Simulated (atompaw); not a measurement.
**Scattering properties, PAW (atompaw) potential for holmium**

| Property | Result |
| --- | --- |
| Element | holmium |
| Generator | atompaw 4.2.0.5 |
| Type | PAW |
| Functional | PBE |
| Relativity | scalar-relativistic |
| Frozen core | [Kr] 4d10 |
| Valence charge | 21 |
| Reference configuration | 4f11 5s2 5p6 5d0 6s1 6p0 (charge +1) |
| Partial waves | 5s (bound); 6s (bound); 5p (bound); 6p (bound, empty); 5d (bound, empty); 5d channel at 0.1 Ry; 4f (bound); 4f channel at 4.45 Ry |
| Local potential | troulliermartins scheme with l = 4 at 0 Ry, radius 2.95 bohr |
| Core correction | smooth core density matched at 2.90 bohr |
| Augmentation charge | besselshape compensation charge, radius 2.85 bohr; PAW radius 3.00 bohr; waves and projectors: bloechl |

The phase is arctan(r·u′/u) with u = r·R(r), unwrapped; energies in Ry, scanned from -6 to 5 Ry. A pole is an energy at which the radial function vanishes at the test radius. The pseudo phase is shifted by a multiple of π to meet the all-electron one at the reference energy, and phase errors are pseudo minus all-electron; the curves can meet again beyond the range given. Levels narrower than the energy grid can be missing from the lists of poles.

| channel | radius (bohr) | reference energy (Ry) | poles, all-electron | poles, pseudo | unbroken range about the reference energy with phases within 0.05 rad | phase error 1 Ry above the reference energy (rad) |
| --- | --- | --- | --- | --- | --- | --- |
| s | 3.01 | -0.66 | -4.16, 1.53 | -4.16, 1.44 | below 2.7 | -0.004 |
| p | 3.01 | -0.40 | -2.28, 2.82 | -2.28, 2.77 | below 4.9 | -0.003 |
| d | 3.01 | -0.50 | 0.15 | 0.15 | the whole range | +0.000 |
| f | 3.01 | -0.71 | -0.68, 2.86 | -0.68, 3.14 | not even at the reference energy | +0.204 |

Phases in the s channel:

```
E (Ry)  all-electron  pseudo
 -6.00         1.416   1.416
 -5.52         1.406   1.406
 -5.04         1.393   1.393
 -4.56         1.367   1.366
 -4.08        -1.693  -1.693
 -3.60        -1.766  -1.766
 -3.12        -1.796  -1.796
 -2.64        -1.831  -1.831
 -2.16        -1.882  -1.882
 -1.68        -1.968  -1.969
 -1.20        -2.152  -2.153
 -0.72        -2.729  -2.729
 -0.24        -3.947  -3.949
  0.24        -4.421  -4.425
  0.72        -4.586  -4.592
  1.20        -4.671  -4.679
  1.68        -4.728  -4.741
  2.16        -4.775  -4.797
  2.64        -4.821  -4.863
  3.12        -4.876  -4.972
  3.60        -4.956  -5.280
  4.08        -5.109  -6.822
  4.56        -5.559  -7.548
```
